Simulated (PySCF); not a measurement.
SnBr: from constants to spectrum

BHandHLYP constants of SnBr, ²Π (doublet), unpaired electrons π ↑ (Sn def2-SVP with ECP28, Br def2-SVP; scalar-relativistic core potentials (PySCF 2.14); masses 119.9022 and 78.9183 u):

* ωe: 245.2 cm⁻¹
* ωexe: 0.517 cm⁻¹
* Be: 0.05468 cm⁻¹
* αe: 0.000164 cm⁻¹
* D (centrifugal): 1.09e-08 cm⁻¹
* De to Sn + Br: 3.25 eV

Q: Give the vibrational terms G(v) and spacings up to v = 6.

A: G(v) = ωe(v+½) − ωexe(v+½)².

```json
{"v": "0", "G(v) (cm⁻¹)": "122.5", "G(v) − G(v−1)": "", "Bv (cm⁻¹)": "0.05460"}
{"v": "1", "G(v) (cm⁻¹)": "366.6", "G(v) − G(v−1)": "244.2", "Bv (cm⁻¹)": "0.05443"}
{"v": "2", "G(v) (cm⁻¹)": "609.8", "G(v) − G(v−1)": "243.1", "Bv (cm⁻¹)": "0.05427"}
{"v": "3", "G(v) (cm⁻¹)": "851.9", "G(v) − G(v−1)": "242.1", "Bv (cm⁻¹)": "0.05411"}
{"v": "4", "G(v) (cm⁻¹)": "1092.9", "G(v) − G(v−1)": "241.1", "Bv (cm⁻¹)": "0.05394"}
{"v": "5", "G(v) (cm⁻¹)": "1333.0", "G(v) − G(v−1)": "240.0", "Bv (cm⁻¹)": "0.05378"}
{"v": "6", "G(v) (cm⁻¹)": "1572.0", "G(v) − G(v−1)": "239.0", "Bv (cm⁻¹)": "0.05361"}
```

Q: How well does the Morse estimate ωe²/(4ωexe) reproduce De, and what is D0?

A: It gives 3.60 eV, 111 % of the computed De. D0 = De − G(0) = 3.25 − 0.02 = 3.23 eV.

These are scalar-relativistic numbers at best; spin–orbit coupling would shift them, the dissociation energy most. The state is the lowest determinant that a PBE0 search found; another state may lie lower at other levels.
